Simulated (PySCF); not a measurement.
Choosing a molecule for a target property.

All species are isolated and taken at one optimised geometry (atoms past krypton carry core potentials, spin–orbit coupling is left out). Electronic properties by PySCF.

Dipoles, sizes and rotational constants follow the conformer. The torsions of the flexible species, by atom-mapped SMILES:
- `[CH3:1][S:2][c:3]1[cH:4][cH:5][cH:6][c:7]([CH3:8])[cH:9]1`: C1–S2–C3–C4 0°
- `[CH3:1][O:2][C@@H:3]1[CH2:4]/[C:5]1=[C:6](\[F:7])[Cl:8]`: C1–O2–C3–C4 147°
- `[CH3:1][CH2:2][N:3]([GeH3:4])[GeH3:5]`: C1–C2–N3–Ge4 83°

The conformers of `[SiH3]C[C@@H]1C=C[C@@H]2C[C@@H]21` aren't listed.

Problem. Wanted: lowest singlet excitation between 6 eV and 7 eV (TDDFT wB97X-D/def2-SVPD) and HOMO–LUMO gap above 10.6 eV (wB97X-D/def2-SVPD), at PBE0-D3(BJ)/def2-SVP geometries. Which candidate meets both?
A. `CC[N]([GeH3])[GeH3]`
B. `[CH3][Sn]([CH3])([CH3])[CH3]`
C. `CO[C@@H]1C/C1=C(\F)Cl`
D. `[SiH3]C[C@@H]1C=C[C@@H]2C[C@@H]21`
E. `CSc1cccc(C)c1`

Solution. C. Computed values:
```
                          species  lowest singlet excitation  HOMO–LUMO gap
                    CSc1cccc(C)c1                    4.95 eV        9.12 eV
              CC[N]([GeH3])[GeH3]                    5.74 eV       10.08 eV
[SiH3]C[C@@H]1C=C[C@@H]2C[C@@H]21                    6.27 eV       10.45 eV
            CO[C@@H]1C/C1=C(\F)Cl                    6.38 eV       10.66 eV
     [CH3][Sn]([CH3])([CH3])[CH3]                    7.33 eV       11.19 eV
```

Problem. Wanted: dipole moment above 0.8 D (wB97X-D/def2-SVPD) and static isotropic polarisability above 85 au (wB97X-D/def2-SVPD), at PBE0-D3(BJ)/def2-SVP geometries. Which candidate meets both?
A. `[CH3][Sn]([CH3])([CH3])[CH3]`
B. `c1c(C)cccc1SC`
C. `CO[C@@H]1C/C1=C(\F)Cl`
D. `[GeH3][N](CC)[GeH3]`

Solution. B. Computed values:
```
                     species  dipole moment  static isotropic polarisability
[CH3][Sn]([CH3])([CH3])[CH3]         0.01 D                          91.2 au
         [GeH3][N](CC)[GeH3]         0.48 D                          94.7 au
               c1c(C)cccc1SC         1.12 D                         117.2 au
       CO[C@@H]1C/C1=C(\F)Cl         1.47 D                          79.2 au
```
